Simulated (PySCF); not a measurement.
Stepwise substitution at one centre (Sn NH2-OCH3). Isolated molecules, 0 K electronic values unless said otherwise. One relaxed conformer stands for each flexible species; it need not be the lowest. Strings in code marks are SMILES.

The HOMO from two functionals at the same geometries (PBE0-D4/def2-SVP), both in PySCF: PBE-D3(BJ)/def2-TZVP and PBE0-D4/def2-TZVP. 

| species | PBE0-D4/def2-TZVP (eV) |
|---|---|
| 0 of 4 NH2 replaced by OCH3 | -7.14 |
| 1 of 4 NH2 replaced by OCH3 (`C[O][Sn]([NH2])([NH2])[NH2]`) | -7.32 |
| 3 of 4 NH2 replaced by OCH3 (`C[O][Sn]([O]C)([NH2])[O]C`) | -7.72 |
| 4 of 4 NH2 replaced by OCH3 (`C[O][Sn]([O]C)([O]C)[O]C`) | -7.95 |

Q: What does PBE-D3(BJ)/def2-TZVP give for each?

A: 
- 0 of 4 NH2 replaced by OCH3: -5.70
- 1 of 4 NH2 replaced by OCH3 (`C[O][Sn]([NH2])([NH2])[NH2]`): -5.76
- 3 of 4 NH2 replaced by OCH3 (`C[O][Sn]([O]C)([NH2])[O]C`): -6.14
- 4 of 4 NH2 replaced by OCH3 (`C[O][Sn]([O]C)([O]C)[O]C`): -6.34
Over these rows, drawn at random from the members with no instability flagged (it was tested for open shells, ions and some series alone), PBE minus PBE0-D4: mean +1.54 eV, from +1.44 eV to +1.61 eV.
